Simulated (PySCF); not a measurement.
1-(chloromethyl)-1-fluorocyclopropane (C₄H₆ClF), SMILES FC1(CCl)CC1.

The structure is a stationary point at PBE-D3(BJ)/def2-SVP. One conformer was computed; it need not be the lowest.

Method: PBE/def2-TZVP run with PySCF.

| Quantity | Result |
|---|---|
| total energy | -715.66783 hartree |
| highest occupied level | -6.85 eV |
| lowest empty level | -0.52 eV |
| orbital gap | 6.33 eV |
| dipole moment | 2.67 D |
| quadrupole, principal values (traceless, Buckingham form, about the centre of nuclear charge) | -3.26, -0.53, 3.78 D·Å |
| mean static polarisability | 61.0 bohr³ (9.04 Å³) |
| polarisability, principal values | 51.7, 56.6, 74.8 bohr³ |
